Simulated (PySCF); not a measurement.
## Computed vibrations of [OsO3(H2O)]2+

[OsO3(H2O)]2+ (singlet). PySCF 2.14.0, RKS PBE0, Os def2-SVP with ECP60, O def2-SVP, H def2-SVP; non-relativistic Hamiltonian with scalar-relativistic core potentials where named; density fitting; no spin-orbit coupling. Central differences of gradients.

```xyz
7

Os    0.0000    0.0312   -0.0134
O     1.3341    0.3871   -0.9287
O     0.0000    1.0477    1.2981
O    -1.3341    0.3871   -0.9287
O     0.0000   -1.8891    0.6189
H     0.0000   -2.1773    1.5716
H     0.0000   -2.6947    0.0333
```

Run from Python with OMP_NUM_THREADS=2. Where DIIS fails, smearing, a level shift and second-order steps follow.
It took 74 s on 2 threads of Arm Neoverse V2 (shared host).

Problem. What are the harmonic wavenumbers and infrared intensities?

Solution. Modes are labelled in Cs; negative numbers are unstable modes, those under 60 cm⁻¹ near the noise; a finer grid moves soft modes by up to 10 cm⁻¹.
```tsv
cm⁻¹	km/mol	symmetry
-38	–	a''
151	4.9	a'
165	4.2	a''
317	2.3	a'
376	0.4	a''
381	0.1	a'
487	365.4	a''
548	13.3	a'
791	30.3	a'
1060	35.4	a'
1067	37.8	a''
1100	0.9	a'
1603	119.4	a'
3446	930.1	a'
3513	570.5	a'
```

Problem. Is this a minimum?

Solution. Probably not: 1 unstable, though so soft as to be near the noise; the lowest moves the atoms so:
```
Os   0.00  0.00  0.00
O    0.00  0.03  0.01
O   -0.01  0.00  0.00
O    0.00 -0.03 -0.01
O   -0.04  0.00  0.00
H    0.71  0.00  0.00
H   -0.70  0.00  0.00
```
